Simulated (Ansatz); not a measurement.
`F[CH2][GeH2][Br]` → `[CH]F` + `[GeH3][Br]` at 600 K and 1 bar (formal loss of a carbene).

Program: Ansatz. Geometries: PBE0-D4/def2-TZVP. ΔE: electronic, gas phase. CCSD(T)/CBS adds triple-zeta CCSD(T) − MP2 to the extrapolated MP2 energy (def2 sets, frozen cores). This one scheme is used for every species. For Br, Ge outer-core shells are correlated without core-valence functions, which leaves a few kJ/mol of doubt a bond. Scalar relativity is left out up to krypton. Each species was taken in one conformer, which may not be the lowest.

```csv
species,CCSD(T)/CBS energy (Eh),H − E (kJ/mol),S (J/(mol·K))
`F[CH2][GeH2][Br]`,-4789.70402,173.9,423.2
`[CH]F`,-138.29972,54.0,249.2
`[GeH3][Br]`,-4651.26096,96.2,322.2
```

H − E and S are ideal-gas, rigid-rotor, harmonic terms from PBE0-D4/def2-TZVP, for one conformer and one mirror image of each species. 1 Eh = 2625.50 kJ/mol, R = 8.31446 J/(mol·K).

Task: By hand: ΔE, ΔH, ΔS and ΔG.

Result: ΔE = (-138.29972) + (-4651.26096) − (-4789.70402) = 0.14334 Eh = 376.3 kJ/mol. Δ(H − E) = 54.0 + 96.2 − 173.9 = -23.7, so ΔH = 352.6 kJ/mol. ΔS = 249.2 + 322.2 − 423.2 = 148.2 J/(mol·K). ΔG = 352.6 − 600 × (148.2)/1000 = 263.7 kJ/mol.

Task: By hand: the equilibrium constant, and the temperature at which ΔG would vanish if ΔH and ΔS stayed fixed.

Result: log₁₀ K = −ΔG/(RT ln 10) = -23.0. ΔG = 0 at ΔH/ΔS = 2379 K.

The number of gas molecules changes by +1, which sets the sign of ΔS. A doubt of 5 kJ/mol in ΔE shifts log₁₀ K by 0.4 here. Other conformers and mirror images would add mixing entropy, several J/(mol·K) or more a flexible species. These are equilibria of isolated gas molecules and say nothing of rates. Largest T1 diagnostic: 0.018 (customary marks: 0.02 for closed shells, 0.045 for open ones).
